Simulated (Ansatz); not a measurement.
One geometry of `[C-]#[N+]CCCCCCCCCCCC#N`, several levels of theory.

```yaml
crystal:
  periodic: [false, false, false]
  atoms:
    - {symbol: C, position_ang: [-8.031249, 1.236578, 0.123947]}
    - {symbol: N, position_ang: [-7.145236, 0.468754, 0.303584]}
    - {symbol: C, position_ang: [-6.057395, -0.423099, 0.502357]}
    - {symbol: C, position_ang: [-4.713187, 0.184123, 0.077370]}
    - {symbol: C, position_ang: [-3.543793, -0.779230, 0.291967]}
    - {symbol: C, position_ang: [-2.193379, -0.196575, -0.135924]}
    - {symbol: C, position_ang: [-1.017625, -1.155956, 0.080581]}
    - {symbol: C, position_ang: [0.340140, -0.633121, -0.409832]}
    - {symbol: C, position_ang: [0.866258, 0.589976, 0.352438]}
    - {symbol: C, position_ang: [2.218975, 1.120699, -0.142625]}
    - {symbol: C, position_ang: [3.401983, 0.168676, 0.067899]}
    - {symbol: C, position_ang: [4.740279, 0.771084, -0.366534]}
    - {symbol: C, position_ang: [5.919907, -0.197535, -0.150711]}
    - {symbol: C, position_ang: [7.210414, 0.358592, -0.555057]}
    - {symbol: N, position_ang: [8.232758, 0.825040, -0.885103]}
    - {symbol: H, position_ang: [-6.258011, -1.355325, -0.069931]}
    - {symbol: H, position_ang: [-6.029467, -0.709804, 1.576521]}
    - {symbol: H, position_ang: [-4.548158, 1.122406, 0.649226]}
    - {symbol: H, position_ang: [-4.776739, 0.478640, -0.992112]}
    - {symbol: H, position_ang: [-3.494573, -1.071915, 1.365485]}
    - {symbol: H, position_ang: [-3.731376, -1.723578, -0.268089]}
    - {symbol: H, position_ang: [-2.020164, 0.752113, 0.418217]}
    - {symbol: H, position_ang: [-2.240812, 0.088307, -1.211652]}
    - {symbol: H, position_ang: [-1.241292, -2.115631, -0.435740]}
    - {symbol: H, position_ang: [-0.944961, -1.408528, 1.163218]}
    - {symbol: H, position_ang: [0.267620, -0.383280, -1.493375]}
    - {symbol: H, position_ang: [1.080062, -1.459429, -0.341040]}
    - {symbol: H, position_ang: [0.943149, 0.339582, 1.435596]}
    - {symbol: H, position_ang: [0.123634, 1.413727, 0.287008]}
    - {symbol: H, position_ang: [2.439827, 2.080841, 0.373458]}
    - {symbol: H, position_ang: [2.141295, 1.373348, -1.224571]}
    - {symbol: H, position_ang: [3.456452, -0.117257, 1.143283]}
    - {symbol: H, position_ang: [3.233935, -0.780155, -0.488149]}
    - {symbol: H, position_ang: [4.934260, 1.710442, 0.194291]}
    - {symbol: H, position_ang: [4.697299, 1.057833, -1.439100]}
    - {symbol: H, position_ang: [5.986236, -0.490371, 0.920104]}
    - {symbol: H, position_ang: [5.752916, -1.140002, -0.716995]}
basis:
  gaussian: {orbitals: def2-TZVP, fitting: {mean_field: def2-universal-jkfit}, initial_orbitals: start.molden}
hamiltonian: {xc: {name: CAM-B3LYP}, dispersion: d4}
scf: {omitted_lower_state_checks: [starts]}
output: {orbitals: {seedname: orbitals}}
```

The file start.molden holds the orbitals of an earlier run on this structure, at another level or in another basis.

```sh
$ ansatz run in.yaml --threads 2 --pin off --events-out ev --progress --plain --max-ram 32768MiB --backend cuda --devices 0, --max-vram 18GiB
```

Output, abridged:

```
Functional definition: CAM-B3LYP
1525 factors; integrals over basis functions are off by at most 4.3e-1 eV
1525 factors; integrals over basis functions are off by at most 8.9e-6 eV
mean field evaluation 1: about -16815.2402 eV, gradient 1.2e1 eV
mean field evaluation 2: about -16815.5046 eV, gradient 2.2e-1 eV
mean field evaluation 4: about -16815.5136 eV, gradient 2.3e-4 eV
mean field -16815.51355638 eV, -617.9587252325 hartree, gradient 1.4e-5 eV, S^2 0.000000; 0 other end points of the search recorded, 0 dependent functions left out
reference -16815.51382269 eV, -617.9587350193 hartree; 57, 57 occupied and 540, 540 virtual orbitals, 1525 factors
Total energy: -16816.24788166 eV, -617.9857111890 hartree
Checks for a lower state left out: starts
```

It took 7.5 s on 2 threads of AMD EPYC 7R13 on a shared host and a share (18 GiB) of an NVIDIA H100 80GB HBM3.

First input, but with `gaussian: {orbitals: STO-3G}`, `hamiltonian: {xc: hf}` (abridged; 3.1 s):

```
Functional definition: HF
mean field -16505.52996190 eV, -606.5670382498 hartree, gradient 6.9e-5 eV, S^2 0.000000
Total energy: -16505.52996190 eV, -606.5670382498 hartree
Checks for a lower state left out: starts
```

The first input with `hamiltonian: {xc: pbe0, dispersion: d4}`, `output: {forces: true, orbitals: {seedname: orbitals}}` (abridged; 6 s):

```
Functional definition: PBE0
mean field -16804.33939137 eV, -617.5480822426 hartree, gradient 9.5e-6 eV, S^2 0.000000
Total energy: -16805.07311014 eV, -617.5750459100 hartree
Atom 0 force     1.667342    -1.444020     0.338856 eV/Å
Atom 1 force    -1.391903     1.273375    -0.310312 eV/Å
Atom 2 force     0.134344    -0.443257     0.156362 eV/Å
Atom 3 force    -0.011768     0.345897    -0.135271 eV/Å
Atom 4 force    -0.040927    -0.345871     0.139011 eV/Å
Atom 5 force     0.024901     0.349732    -0.133158 eV/Å
Atom 6 force    -0.077395    -0.261315     0.172982 eV/Å
Atom 7 force     0.165408    -0.095043    -0.254973 eV/Å
Atom 8 force    -0.166001     0.094351     0.255042 eV/Å
Atom 9 force     0.078104     0.265250    -0.174369 eV/Å
Atom 10 force    -0.012285    -0.358044     0.135495 eV/Å
Atom 11 force     0.055110     0.361464    -0.147557 eV/Å
Atom 12 force    -0.154842    -0.369203     0.168391 eV/Å
Atom 13 force     1.810229     0.908938    -0.616807 eV/Å
Atom 14 force    -2.180885    -1.004199     0.706799 eV/Å
Atom 15 force     0.082717     0.502847     0.258077 eV/Å
Atom 16 force    -0.027331     0.190778    -0.537288 eV/Å
Atom 17 force    -0.078449    -0.461915    -0.257352 eV/Å
Atom 18 force     0.028191    -0.161340     0.507169 eV/Å
Atom 19 force    -0.017655     0.160534    -0.494892 eV/Å
Atom 20 force     0.089090     0.454155     0.240124 eV/Å
Atom 21 force    -0.082077    -0.464993    -0.243752 eV/Å
Atom 22 force     0.018719    -0.155541     0.493863 eV/Å
Atom 23 force     0.110996     0.461288     0.218650 eV/Å
Atom 24 force    -0.028494     0.140685    -0.502036 eV/Å
Atom 25 force     0.018198    -0.100302     0.508610 eV/Å
Atom 26 force    -0.361919     0.390609    -0.007177 eV/Å
Atom 27 force    -0.019749     0.101140    -0.508415 eV/Å
Atom 28 force     0.365792    -0.391161     0.006246 eV/Å
Atom 29 force    -0.108905    -0.461368    -0.218723 eV/Å
Atom 30 force     0.030909    -0.140441     0.502681 eV/Å
Atom 31 force    -0.024337     0.157516    -0.490462 eV/Å
Atom 32 force     0.074184     0.463582     0.242016 eV/Å
Atom 33 force    -0.087011    -0.465939    -0.252747 eV/Å
Atom 34 force     0.023559    -0.160881     0.510762 eV/Å
Atom 35 force    -0.007491     0.179420    -0.519714 eV/Å
Atom 36 force     0.101633     0.483273     0.243867 eV/Å
Dipole moment:    -0.136634    -0.760092     0.318495 e Å
Checks for a lower state left out: starts
```

As the first input, with `gaussian: {orbitals: def2-SVP, initial_orbitals: start.molden}`, `correlation: {method: ccsd_t}` and without the key `hamiltonian` (abridged; 27 s):

```
Functional definition: HF
mean field -16694.53485024 eV, -613.5128397840 hartree, gradient 1.5e-6 eV, S^2 0.000000
15 core orbitals not correlated: weight in the atoms' cores, before any rotation towards them, 1.000 or more for the frozen orbitals, at most 0.000 for the correlated occupied ones
second order -57.60303818 eV of doubles, -0.00000000 eV of singles
cycle   1  -59.61309056 eV  change    -2.0e0 eV  update   1.7e-1
cycle   2  -61.24864569 eV  change    -1.6e0 eV  update   5.2e-2
cycle   3  -61.62394630 eV  change   -3.8e-1 eV  update   2.4e-2
cycle   4  -61.63142724 eV  change   -7.5e-3 eV  update   6.2e-3
cycle   5  -61.63943868 eV  change   -8.0e-3 eV  update   2.4e-3
cycle   6  -61.63993235 eV  change   -4.9e-4 eV  update   6.5e-4
cycle   7  -61.63980542 eV  change    1.3e-4 eV  update   2.2e-4
cycle   8  -61.63986678 eV  change   -6.1e-5 eV  update   6.8e-5
perturbative correction -2.19033265 eV, -0.0804932401 hartree
Total energy: -16758.36504966 eV, -615.8585563472 hartree
Checks for a lower state left out: starts
```

The first input with `hamiltonian: {xc: pbe, dispersion: d4}` (abridged; 4 s):

```
Functional definition: PBE
mean field -16802.19902917 eV, -617.4694253825 hartree, gradient 1.4e-5 eV, S^2 0.000000
Total energy: -16803.06169852 eV, -617.5011278962 hartree
Checks for a lower state left out: starts
```

Geometry: PBE-D4/def2-SVP.

Correlated methods freeze 15 core orbitals. Single mean-field runs in def2-TZVP are fitted with def2-universal-jkfit.
